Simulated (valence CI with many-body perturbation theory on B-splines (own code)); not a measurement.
## Pb XLIII: calculated level list

Level of theory: relativistic CI+MBPT: four valence electrons over a frozen Dirac-Fock core [Kr], radial functions for each j: 9 s, 9 p, 10 d, 8 f, 5 g, 3 h, 1 i, with the one-electron correlation potential Σ1 (screened to all orders), the two-electron term Σ2, the three-electron term Σ3, Breit, model QED; selected single and double excitations, second order for the rest (own B-spline code, finite nucleus).

No measured spectrum was set against this ion. As an estimate, large intervals hold to a few tenths of a per cent, small ones and those within an open d or f shell to about a per cent. Only levels of the ground parity were solved; by the run's estimate the other parity begins above the list, which can be wrong where configurations are misplaced.

Levels 1 to 34 of 34, with energies above the lowest level, (4d3/2^4) J=0. "Leading %" is the weight of the configuration and term that name the level; weights of strongly mixed levels are sums over their largest components and can fall short. In the jj column 3d3/2^4 stands for four electrons in 3d with j = 3/2. Lifetimes count E1, E2, E3, M1 and M2 decay at the calculated energies, and are blank where another channel may lead or the interval is too uncertain; long ones can be off by a factor of two.

| No. | Configuration | Term | J | E (cm⁻¹) | Leading % | g | Lifetime | Leading jj |
| --- | --- | --- | --- | --- | --- | --- | --- | --- |
| 1 | 4d⁴ | ³P | 0 | 0 | 60 |  |  | 4d3/2^4 (99 %) |
| 2 | 4d⁴ | ⁵D | 1 | 221290 | 57 | 1.496 | 3.73 μs | 4d3/2^3 4d5/2 (99 %) |
| 3 | 4d⁴ | ³F | 4 | 267680 | 28 | 1.065 |  | 4d3/2^3 4d5/2 (99 %) |
| 4 | 4d⁴ | ⁵D | 2 | 275280 | 33 | 1.205 | 395 μs | 4d3/2^3 4d5/2 (95 %) |
| 5 | 4d⁴ | ³F | 3 | 287140 | 30 | 1.119 | 12.6 ms | 4d3/2^3 4d5/2 (96 %) |
| 6 | 4d⁴ | ⁵D | 0 | 475080 | 66 |  | 1.50 μs | 4d3/2^2 4d5/2^2 (98 %) |
| 7 | 4d⁴ | ⁵D | 2 | 476890 | 53 | 1.287 | 2.12 μs | 4d3/2^2 4d5/2^2 (96 %) |
| 8 | 4d⁴ | ³H | 4 | 487770 | 40 | 1.146 | 3.67 μs | 4d3/2^2 4d5/2^2 (98 %) |
| 9 | 4d⁴ | ⁵D | 3 | 492220 | 49 | 1.181 | 3.71 μs | 4d3/2^2 4d5/2^2 (95 %) |
| 10 | 4d⁴ | ³H | 5 | 509250 | 66 | 1.084 | 7.29 μs | 4d3/2^2 4d5/2^2 (100 %) |
| 11 | 4d⁴ | ¹I | 6 | 522460 | 53 | 1.072 | 18.3 ms | 4d3/2^2 4d5/2^2 (99 %) |
| 12 | 4d⁴ | ³D | 1 | 523620 | 42 | 1.070 | 3.70 μs | 4d3/2^2 4d5/2^2 (97 %) |
| 13 | 4d⁴ | ³F | 3 | 536150 | 45 | 1.067 | 5.43 μs | 4d3/2^2 4d5/2^2 (98 %) |
| 14 | 4d⁴ | ³G | 4 | 539920 | 54 | 1.033 | 17.5 μs | 4d3/2^2 4d5/2^2 (98 %) |
| 15 | 4d⁴ | ³F | 2 | 544440 | 33 | 1.077 | 11.9 μs | 4d3/2^2 4d5/2^2 (98 %) |
| 16 | 4d⁴ | ³F | 2 | 589450 | 51 | 0.979 | 2.86 μs | 4d3/2^2 4d5/2^2 (97 %) |
| 17 | 4d⁴ | ³F | 4 | 606210 | 65 | 1.184 |  | 4d3/2^2 4d5/2^2 (97 %) |
| 18 | 4d⁴ | ¹D | 2 | 649490 | 44 | 1.116 | 42.9 μs | 4d3/2^2 4d5/2^2 (95 %) |
| 19 | 4d⁴ | ³P | 0 | 705530 | 55 |  | 7.63 μs | 4d3/2^2 4d5/2^2 (87 %) |
| 20 | 4d⁴ | ⁵D | 4 | 743000 | 39 | 1.169 | 1.70 μs | 4d3/2 4d5/2^3 (96 %) |
| 21 | 4d⁴ | ³F | 3 | 746540 | 42 | 1.205 | 1.51 μs | 4d3/2 4d5/2^3 (98 %) |
| 22 | 4d⁴ | ³D | 1 | 764360 | 48 | 1.009 | 1.21 μs | 4d3/2 4d5/2^3 (98 %) |
| 23 | 4d⁴ | ³G | 5 | 770850 | 66 | 1.139 | 3.06 μs | 4d3/2 4d5/2^3 (100 %) |
| 24 | 4d⁴ | ³H | 6 | 775050 | 53 | 1.084 | 3.62 μs | 4d3/2 4d5/2^3 (99 %) |
| 25 | 4d⁴ | ³F | 2 | 798150 | 46 | 1.063 | 1.89 μs | 4d3/2 4d5/2^3 (96 %) |
| 26 | 4d⁴ | ³D | 3 | 805700 | 36 | 1.088 | 2.54 μs | 4d3/2 4d5/2^3 (98 %) |
| 27 | 4d⁴ | ¹S | 0 | 831830 | 74 |  | 3.31 μs | 4d3/2 4d5/2^3 (84 %) |
| 28 | 4d⁴ | ³P | 1 | 855670 | 88 | 1.406 | 2.11 μs | 4d3/2 4d5/2^3 (98 %) |
| 29 | 4d⁴ | ³F | 3 | 856770 | 64 | 1.059 | 3.02 μs | 4d3/2 4d5/2^3 (99 %) |
| 30 | 4d⁴ | ¹G | 4 | 861610 | 64 | 1.050 | 2.61 μs | 4d3/2 4d5/2^3 (98 %) |
| 31 | 4d⁴ | ¹D | 2 | 872830 | 60 | 1.118 | 2.92 μs | 4d3/2 4d5/2^3 (92 %) |
| 32 | 4d⁴ | ³F | 4 | 1033000 | 46 | 1.166 | 1.18 μs | 4d5/2^4 (98 %) |
| 33 | 4d⁴ | ¹D | 2 | 1067200 | 33 | 1.114 | 1.15 μs | 4d5/2^4 (95 %) |
| 34 | 4d⁴ | ³P | 0 | 1155500 | 54 |  | 927 ns | 4d5/2^4 (93 %) |

The ionisation energy to 4d³ ⁴F3/2 of the next ion comes out as 2102.4 eV (NIST: 2101 ± 4 eV (theoretical)). All 34 levels together are meant to be complete up to 1201700 cm⁻¹.
